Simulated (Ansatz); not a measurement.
Two isomers of C7H9N: A = `Cc1ccnc(C)c1`, B = `Cc1cccnc1C`.

Computed with Ansatz on PBE0-D4/def2-TZVP structures; ΔE is electronic, products minus reactants. CBS: MP2 limit from def2 TZ/QZ plus the TZ coupled-cluster correction, frozen cores. Functionals use def2-TZVPP. B3LYP here is the variant with VWN-RPA as its local correlation; programs differ in this.

Q: Which is lower in electronic energy at CCSD(T)/CBS, and by how much? (An estimate is asked.)

A: The calculation gave: A, by 0.6 kcal/mol.

Q: Give E(B) − E(A) in kcal/mol with LDA (SPW92), CCSD/def2-TZVPP, B3LYP, CCSD(T)/def2-SVP, ωB97M-V, PBE-D4, CCSD(T)/def2-TZVPP. (Estimate.)

A: Computed: LDA (SPW92) 0.1, CCSD/def2-TZVPP 0.9, B3LYP 1.3, CCSD(T)/def2-SVP 0.6, ωB97M-V 0.7, PBE-D4 0.6, CCSD(T)/def2-TZVPP 0.7. None reverses the order clearly.

Largest T1 diagnostic: 0.012.

Leaving LDA and LC-ωPBE aside and taking each functional with its dispersion term where it has one, the values, not all of them listed here, spread over 0.5 kcal/mol, from revPBE-D4 to BHLYP-D4. LDA lies −0.8 kcal/mol from PBE without D4. In def2-TZVPP, CCSD(T) changes the Hartree–Fock value by −1.7 kcal/mol (the triples alone add −0.2 kcal/mol) and MP2 by −2.3 kcal/mol.
